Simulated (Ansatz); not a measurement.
Two isomers of C2H6FNOSi: A = `C=C[Si](N)(O)F`, B = `N[Si]1(F)CCO1`.

Calculated with Ansatz (gas phase, PBE0-D4/def2-TZVP geometries, no zero-point term in ΔE). CCSD(T)/CBS is the MP2 limit (def2-TZVPP, def2-QZVPP) plus CCSD(T) − MP2 in def2-TZVPP, frozen cores. Functionals use def2-TZVPP. B3LYP here is the variant with VWN-RPA as its local correlation; programs differ in this. Each species was taken in one conformer, which may not be the lowest.

Q: Which is lower in electronic energy at CCSD(T)/CBS, and by how much? (Estimate.)

A: Computed: A, by 9.0 kcal/mol.

Q: Give E(B) − E(A) in kcal/mol with r2SCAN-D4, CCSD(T)/def2-TZVPP, B3LYP-D4, ωB97M-V, MP2/def2-TZVPP, CCSD/def2-TZVPP, B3LYP. (An estimate is asked.)

A: The calculation gave: r2SCAN-D4 6.3, CCSD(T)/def2-TZVPP 8.4, B3LYP-D4 9.8, ωB97M-V 6.5, MP2/def2-TZVPP 7.2, CCSD/def2-TZVPP 8.4, B3LYP 9.3. None reverses the order clearly.

Largest T1 diagnostic: 0.011.

In def2-TZVPP, CCSD(T) changes the Hartree–Fock value by −3.6 kcal/mol (the triples alone add −0.0 kcal/mol) and MP2 by −4.8 kcal/mol. From PBE to PBE0 (25 % exact exchange), in def2-TZVPP and without D4, E(B) − E(A) moves by −0.8 kcal/mol.
